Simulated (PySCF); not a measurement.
## TcS₂⁻: from structure and modes to constants

Computed with UPBE0/[Tc def2-SVPD with ECP28, S def2-SVPD], scalar-relativistic core potentials, density fitting, no spin–orbit coupling, PySCF.

The quintet minimum has C2v symmetry. Masses (u): Tc 98.90722, S 31.97207.

```xyz
3
charge -1 multiplicity 5, angstrom
Tc    0.0000    0.0000   -0.3947
S     1.9245    0.0000    0.6044
S    -1.9245    0.0000    0.6044
```

Harmonic wavenumbers (cm⁻¹): 111.6 (a1, ×1), 462.1 (a1, ×1), 483.4 (b2, ×1).

(1) Find the principal moments of inertia and the rotational constants. What kind of rotor is it?

(2) What is the harmonic zero-point energy?

(3) Give the standard entropy (298.15 K, 1 bar) by its translational, rotational, vibrational and spin parts, and Cp.

Results:

(1) About the centre of mass I = 38.77, 236.82, 275.59 u Å². With B = 16.8576/I this gives 0.4348, 0.07118, 0.06117 cm⁻¹. The molecule is an asymmetric top with κ = -0.95.

(2) Half the sum of all 3 wavenumbers, 1057/2 = 529 cm⁻¹, which is 6.3 kJ/mol (1 cm⁻¹ = 0.0119627 kJ/mol).

(3) Sackur–Tetrode with M = 162.85 u gives 172.4; rotation with symmetry number 2 gives 104.1; vibration 19.7; spin R ln 5 = 13.4. The total is 309.5 J/(mol K), and Cp = 4 R + 19.1 = 52.3 J/(mol K).

This need not be the most stable arrangement of these atoms. With open d or f shells other occupations or spin states may lie lower. The lowest empty level of this anion is unbound, so it and the gap depend on the basis.
